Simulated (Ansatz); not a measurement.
System (SMILES): F[C]F (closed-shell singlet).
Atoms: F1, C2, F3. Bonds: F1-C2, C2-F3.

Basis-set convergence of the harmonic zero-point energy at HF with Ansatz (an electronic-structure program). Each level at its own minimum, finite differences of forces, unscaled; the reference is a large set that could be run, not a limit. Cartesian d functions, on some or all atoms, in 6-31G**; all else is spherical. The program fits the integrals of some runs and decomposes those of others, by size. A restricted Hartree-Fock determinant is unstable towards unrestricted orbitals. No added dispersion term, no relativity. Reference: the value in aug-pcseg-2, 4.87 kcal/mol.

```csv
basis,functions,harmonic zero-point energy (kcal/mol)
STO-3G,15,___
6-31G,27,___
def2-SVP,42,5.01
pcseg-1,42,___
6-31G**,45,4.88
def2-SVPD,66,4.88
aug-pcseg-1,69,___
cc-pVTZ,90,4.88
pcseg-2,90,4.88
def2-TZVPP,93,4.88
"6-311++G(3df,3pd)",117,4.87
def2-TZVPPD,117,4.86
aug-pcseg-2,138,4.87
```

### Question
Some entries are withheld; supply them.

### Answer

- STO-3G, harmonic zero-point energy (kcal/mol): 5.16
- 6-31G, harmonic zero-point energy (kcal/mol): 4.40
- pcseg-1, harmonic zero-point energy (kcal/mol): 4.84
- aug-pcseg-1, harmonic zero-point energy (kcal/mol): 4.78
